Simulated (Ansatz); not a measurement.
Reaction (ligand exchange at the Si–C bond): `O=[C]([SiH3])[SnH3]` + `CC(C)=N` → `CC(C)=N[SiH3]` + `O=[CH][SnH3]`

Gas-phase electronic energies from Ansatz, PBE0-D4/def2-TZVP geometries. CBS: MP2 limit from def2 TZ/QZ plus the TZ coupled-cluster correction, frozen cores. Functionals use def2-TZVPP. B3LYP here is the variant with VWN-RPA as its local correlation; programs differ in this. def2 core potentials past Kr. For Sn outer-core shells are correlated without core-valence functions, which leaves a few kJ/mol of doubt a bond. Each species was taken in one conformer, which may not be the lowest.

| level | ΔE (kJ/mol) |
| --- | --- |
| B3LYP-D4 | -39.8 |
| ωB97X-V | -42.9 |

(1) What does CCSD(T)/CBS give? (Best estimate.)

Largest T1 diagnostic among the species: 0.016.

## Answers

(1) Computed: -39.2 kJ/mol. The listed levels differ from it by -0.6, -3.7 kJ/mol.

In def2-TZVPP, CCSD(T) changes the Hartree–Fock value by +14.5 kJ/mol (the triples alone add +2.3 kJ/mol) and MP2 by +9.3 kJ/mol. From PBE to PBE0 (25 % exact exchange), in def2-TZVPP and without D4, ΔE moves by −6.9 kJ/mol.
